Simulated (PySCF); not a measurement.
**Electric field gradients and quadrupole coupling constants**

C4H8O3Si.
Z-matrix (Å and degrees, GFN2-xTB geometry), rows numbered from 1:
```
C 
C   1  1.4925
O   2  1.2132  1  124.34
C   2  1.5315  1  113.83  3   179.13
O   4  1.2142  2  119.49  1   -40.13
C   4  1.4655  2  114.97  1   142.71
Si  6  1.9454  4  108.10  2    87.90
O   7  1.6069  6  109.23  4   -63.99
H   1  1.0899  2  108.99  3   109.93
H   1  1.0865  2  111.25  3   -11.10
H   1  1.0891  2  108.31  3  -133.68
H   6  1.0869  4  111.71  2   -30.78
H   6  1.0857  4  110.47  2  -154.15
H   7  1.4581  6  107.89  4    56.84
H   7  1.4592  6  105.18  4   179.34
H   8  0.9708  7  119.53  6    10.10
```

Field gradients from the PBE0/pcSseg-1 density (PySCF, non-relativistic), principal values in atomic units, ordered |Vxx| ≤ |Vyy| ≤ |Vzz|:

| atom | Vxx | Vyy | Vzz |
| --- | --- | --- | --- |
| O3 | 0.5707 | 1.3750 | -1.9457 |
| O5 | 0.5562 | 1.4266 | -1.9828 |
| O8 | -0.3471 | -1.0126 | 1.3596 |

Task: Find the asymmetry η = (Vxx − Vyy)/Vzz and the couplings χ = eQV/h (234.96 MHz × Q in barn × V in au), with Q(17O) = −0.0256 b.

Result: 
```tsv
atom	environment	nucleus	η	χzz (MHz)	χxx (MHz)	χyy (MHz)
O3	ketone oxygen	17O	0.41	11.70	-3.43	-8.27
O5	ketone oxygen	17O	0.44	11.93	-3.35	-8.58
O8	silanol oxygen	17O	0.49	-8.18	2.09	6.09
```

The tensor is traceless: Vxx + Vyy + Vzz = 0.

Task: What is Vzz at O8 in SI units (1 au = 9.71736 × 10²¹ V/m²)?

Result: 1.3596 au = 13.212 × 10²¹ V/m².

Task: And the gradient at the other heavy atoms, for which no coupling is worked out here?

Result: 
```
atom                       environment  Vzz (au)     η
  C1  methyl carbon next to a carbonyl    -0.087  0.92
  C2            ketone carbonyl carbon     0.613  0.11
  C4            ketone carbonyl carbon     0.531  0.15
  C6       sp3 carbon bound to silicon     0.071  0.94
 Si7              oxygen-bound silicon     0.454  0.84
```

Task: What couplings would deuterons (Q(2H) = 0.00286 b) have in place of the hydrogens, at this geometry?

Result: 
```csv
atom,bonded to,bond length (Å),Vzz (au),η,χzz (kHz)
H9,C1,1.090,0.3098,0.05,208
H10,C1,1.087,0.3128,0.02,210
H11,C1,1.089,0.3044,0.02,205
H12,C6,1.087,0.3160,0.07,212
H13,C6,1.086,0.3202,0.03,215
H14,Si7,1.458,0.1611,0.00,108
H15,Si7,1.459,0.1616,0.01,109
H16,O8,0.971,0.4165,0.07,280
```

The structure is a single GFN2-xTB conformer in the gas phase; no vibrational or solvent corrections. GFN2-xTB bond lengths can be off by several hundredths of an ångström, more for odd bonds, and the gradients follow them. The small basis limits the accuracy of the gradients.
